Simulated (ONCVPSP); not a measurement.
**Configuration tests for N (ONCV)**

| Quantity | Value |
| --- | --- |
| Element | nitrogen |
| Generator | ONCVPSP 4.0.1 |
| Type | optimised norm-conserving Vanderbilt (ONCV) |
| Functional | PBE |
| Relativity | scalar-relativistic |
| Frozen core | [He] |
| Valence charge | 5 |
| Reference configuration | 2s2 2p2 (charge +1) |
| Partial waves | 2s: rc 0.85 bohr, ncon 3, nbas 8, qcut 10 1/bohr, 2 projectors, debl 1.2 Ha; 2p: rc 1.70 bohr, ncon 4, nbas 7, qcut 9.8 1/bohr, 2 projectors, debl 0.5 Ha; d scattering state at 0.21 Ha: rc 1.55 bohr, ncon 3, nbas 7, qcut 7.4 1/bohr, 2 projectors, debl 1 Ha |
| Local potential | polynomial inside 0.85 bohr (lpopt 5, dvloc0 1 Ha) |
| Core correction | polynomial model core, fcfact 0.45 |

In the p channel the program set the typed energies aside and used -0.760, 0.250 Ha.

Energies are relative to the spin-unpolarised reference configuration 2s2 2p2; without spin polarisation the order of configurations can differ from experiment.

| valence configuration | charge | ΔE all-electron (eV) | error AE − PS (meV) |
| --- | --- | --- | --- |
| 2s2 2p3 | 0 | -13.591 | +18 |
| 2s2 2p1 | +2 | 28.853 | +68 |
| 2s1 2p3 | +1 | 11.781 | +8.2 |

**Question.** What are ΔE and the potential's error for 2s2 2p0?

**Answer.** ΔE = 75.935 eV all-electron; the error (AE − PS) is +457 meV.

Levels in the configuration 2s2 2p1:

```
level  all-electron (eV)  pseudo (eV)
   2s            -49.160      -49.088
   2p            -37.512      -37.336
```
